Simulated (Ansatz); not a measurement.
CH₃NOSi. Total charge 0; spin multiplicity 1. The geometry is a stationary point of PBE0-D4/def2-TZVP.

```xyz
7

C    -1.128    0.263    0.100
N    -0.275    0.900    0.810
Si    0.871   -0.145   -0.023
O    -0.597   -0.694   -0.731
H    -2.212    0.385    0.072
H     1.787    0.480   -1.001
H     1.554   -1.188    0.773
```

Q: What is the dipole moment at PBE/def2-TZVPP? (Best estimate.)

A: The calculation gave: 1.21 D, with components (0.66, -0.78, -0.65) D in this frame, pointing from negative to positive charge.

Q: And with r2SCAN, B3LYP, ωB97M-V? (Best estimate.)

A: Ansatz gave: r2SCAN 1.22 D, B3LYP 1.20 D, ωB97M-V 1.16 D.

Q: Give the Mulliken charges with PBE, r2SCAN, B3LYP in def2-TZVPP. (An estimate is asked.)

A: Computed: 
```
atom    PBE  r2SCAN  B3LYP
  C1   0.17    0.30   0.21
  N2  -0.32   -0.44  -0.39
 Si3   0.49    0.60   0.57
  O4  -0.33   -0.41  -0.40
  H5   0.11    0.09   0.13
  H6  -0.06   -0.07  -0.06
  H7  -0.06   -0.07  -0.06
```

B3LYP here is the variant with VWN-RPA as its local correlation; programs differ in this.
